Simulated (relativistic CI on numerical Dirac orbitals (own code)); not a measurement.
## Level scheme of Er67+

These numbers are calculated, not measured: Dirac equation for one electron, model QED (radiative potential, 1s self-energy scaled to tabulated hydrogen-like ionisation energies) (own radial code, finite nucleus).

CI space: 1s, 2s, 2p, 3s, 3p, 3d, 4s, 4p, 4d, 4f, 5s, 5p, 5d, 5f, 5g, 6s, 6p, 6d. Levels of other configurations are missing.

The lowest level is 1s 2S_1/2, with 100 % of that term; Hund's rules for 1s give 2S with J = 1/2, in agreement.

| No. | Configuration | Term | J | E (Ry) | % | Landé g | Lifetime (s) |
| --- | --- | --- | --- | --- | --- | --- | --- |
| 1 | 1s | 2S | 1/2 | 0.00 | 100 | 1.827 |  |
| 2 | 2p | 2P° | 1/2 | 3683.64 | 100 | 0.621 | 7.25e-17 |
| 3 | 2s | 2S | 1/2 | 3684.90 | 100 | 1.958 |  |
| 4 | 2p | 2P° | 3/2 | 3768.01 | 100 | 1.301 | 7.94e-17 |
| 5 | 3p | 2P° | 1/2 | 4392.43 | 100 | 0.646 | 2.52e-16 |
| 6 | 3s | 2S | 1/2 | 4392.80 | 100 | 1.983 | 4.56e-15 |
| 7 | 3d | 2D | 3/2 | 4417.48 | 100 | 0.785 | 6.39e-16 |
| 8 | 3p | 2P° | 3/2 | 4417.54 | 100 | 1.319 | 2.55e-16 |
| 9 | 3d | 2D | 5/2 | 4424.84 | 100 | 1.186 | 7.03e-16 |
| 10 | 4p | 2P° | 1/2 | 4636.91 | 100 | 0.655 | 6.03e-16 |
| 11 | 4s | 2S | 1/2 | 4637.07 | 100 | 1.991 | 6.81e-15 |
| 12 | 4d | 2D | 3/2 | 4647.42 | 100 | 0.791 | 1.46e-15 |
| 13 | 4p | 2P° | 3/2 | 4647.45 | 100 | 1.326 | 5.93e-16 |
| 14 | 4f | 2F° | 5/2 | 4650.53 | 100 | 0.849 | 3.23e-15 |
| 15 | 4d | 2D | 5/2 | 4650.54 | 100 | 1.192 | 1.62e-15 |
| 16 | 4f | 2F° | 7/2 | 4652.05 | 100 | 1.135 | 3.33e-15 |
| 17 | 5p | 2P° | 1/2 | 4748.57 | 100 | 0.659 | 1.18e-15 |
| 18 | 5s | 2S | 1/2 | 4748.65 | 100 | 1.995 | 1.09e-14 |
| 19 | 5d | 2D | 3/2 | 4753.92 | 100 | 0.794 | 2.79e-15 |
| 20 | 5p | 2P° | 3/2 | 4753.93 | 100 | 1.329 | 1.14e-15 |
| 21 | 5f | 2F° | 5/2 | 4755.51 | 100 | 0.852 | 6.18e-15 |
| 22 | 5d | 2D | 5/2 | 4755.52 | 100 | 1.195 | 3.09e-15 |
| 23 | 5g | 2G | 7/2 | 4756.29 | 100 | 0.884 | 1.07e-14 |
| 24 | 5f | 2F° | 7/2 | 4756.29 | 100 | 1.138 | 6.39e-15 |
| 25 | 5g | 2G | 9/2 | 4756.75 | 100 | 1.106 | 1.09e-14 |
| 26 | 6p | 2P° | 1/2 | 4808.61 | 100 | 0.661 | 2.05e-15 |
| 27 | 6s | 2S | 1/2 | 4808.65 | 100 | 1.998 | 1.68e-14 |
| 28 | 6d | 2D | 3/2 | 4811.69 | 100 | 0.796 | 4.74e-15 |
| 29 | 6p | 2P° | 3/2 | 4811.69 | 100 | 1.330 | 1.96e-15 |
| 30 | 6d | 2D | 5/2 | 4812.61 | 100 | 1.197 | 5.27e-15 |

Energies count from the lowest computed level; ° marks odd parity; lifetimes are radiative, by E1, M1, E2, M2 decay to levels of this space only; some are left blank where a channel outside the calculation adds to the decay or the decay crosses a small, uncertain gap.
